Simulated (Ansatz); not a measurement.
Saddle point of Si$_{2}$H$_{6}$F$_{2}$, singlet (SiH₂F₂ ([F][SiH2][F]) + SiH₄ → Si₂H₄F₂ ([F][SiH]([F])[SiH3]) + H₂; bonds formed: Si1–Si7, H2–H6; bonds broken: Si1–H2, H6–Si7), PBE0-D4/def2-TZVP structure:

```
10
angstrom
Si -1.1528 0.5143 -0.1584
H -0.2934 -1.0890 -0.0231
F -1.9363 0.1893 -1.5067
F -0.8382 2.0794 -0.2317
H -2.0651 0.3182 0.9927
H 0.4811 -1.6918 0.2565
Si 1.2693 -0.2172 0.1446
H 0.6817 -0.0668 1.5138
H 1.2682 -0.5321 -1.3086
H 2.5855 0.4958 0.3210
```

Energies are electronic, without zero-point energy. Barriers and step energies count from the start structure reached by relaxing down the imaginary mode; all methods use the PBE0-D4 structures, on which another method's saddle can fall below an end. Ansatz 0.2.0; basis: def2-TZVPP, with def2-QZVPP for the basis limit; cores frozen in the correlated methods. B3LYP uses VWN-RPA correlation. Extrapolation: Hartree–Fock as exp(−7.88 √X), correlation as X^−2.97.

| method | barrier (eV) | step energy (eV) |
| --- | --- | --- |
| SPW92 | 2.328 | 0.237 |
| PBE-D4 | 2.683 | 0.186 |
| BLYP-D4 | 3.098 | 0.290 |
| r2SCAN-D4 | 2.955 | 0.296 |
| B97M-V | 2.988 | 0.332 |
| PBE0-D4 | 2.980 | 0.267 |
| B3LYP-D4 | ? | 0.352 |
| r2SCAN0-D4 | 3.156 | 0.347 |
| BHLYP-D4 | 3.670 | 0.443 |
| CAM-B3LYP-D4 | 3.447 | 0.413 |
| wB97X-V | 3.378 | 0.357 |
| wB97M-V | 3.281 | 0.404 |
| B2PLYP | 3.445 | 0.409 |
| PBE-QIDH | ? | 0.366 |
| RPA on PBE | ? | 0.441 |
| HF | 4.564 | 0.621 |
| MP2 | 3.458 | 0.427 |
| CCSD | 3.621 | 0.450 |
| CCSD(T) | 3.456 | 0.410 |

(1) Fill in the withheld barriers. (To be estimated.)

No T1 diagnostic of these runs exceeds 0.014.

Results:

(1) By the calculation: B3LYP-D4 3.301; PBE-QIDH 3.297; RPA on PBE 3.487 eV. Each is the energy of the saddle less that of the start structure, by the same method.

For comparison, the barrier by CCSD(T) at an estimated basis limit (MP2 extrapolated from triple and quadruple zeta, plus CCSD(T) − MP2 in triple zeta) is 3.375 eV.

Labels in which every atom is bracketed show which atoms are joined, not bond orders.

For scale, one of the runs: CCSD(T)/def2-TZVPP, 230 basis functions, launched by `ansatz run in.yaml --threads 4 --pin off --events-out ev --progress --plain --max-ram 9574MiB`. Time: 83 s of wall clock on 4 CPU threads of an Arm Neoverse V2; the host was shared. Peak host memory: 3.8 GiB.
